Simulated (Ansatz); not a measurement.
Start from `O=CCO` and change one atom or group to get `O=CC[SiH2]O`.

Ansatz, PBE0-D4/def2-TZVP geometries, multiplicity 1. Each molecule was computed in one conformer, which needn't be the lowest.

```
                                          property  `O=CCO`
           HOMO–LUMO gap (ωB97M-V/def2-TZVPP) / eV    11.82
size of the dipole moment (ωB97M-V/def2-TZVPP) / D     2.41
                HOMO energy (PBE0/def2-TZVPP) / eV    -8.16
  size of the dipole moment (B3LYP/def2-TZVPP) / D     2.39
               LUMO energy (B3LYP/def2-TZVPP) / eV    -1.40
             HOMO energy (ωB97M-V/def2-TZVPP) / eV   -10.57
```

Question: What does the change do to each property? (An estimate is asked.)

Answer: The calculation gave: 
```tsv
property	`O=CC[SiH2]O`	shift
HOMO–LUMO gap (ωB97M-V/def2-TZVPP) / eV	11.22	-0.60
size of the dipole moment (ωB97M-V/def2-TZVPP) / D	2.85	0.44
HOMO energy (PBE0/def2-TZVPP) / eV	-7.79	0.37
size of the dipole moment (B3LYP/def2-TZVPP) / D	2.85	0.46
LUMO energy (B3LYP/def2-TZVPP) / eV	-1.46	-0.06
HOMO energy (ωB97M-V/def2-TZVPP) / eV	-10.18	0.39
```

With PBE0 the HOMO rises by 0.37 eV and the LUMO falls by 0.09 eV, so the gap narrows by about 0.46 eV. PBE moves the HOMO by 0.35 eV and ωB97M-V by 0.39 eV. Dipoles are sizes alone; their direction can turn.

B3LYP here is the variant with VWN-RPA as its local correlation; programs differ in this.
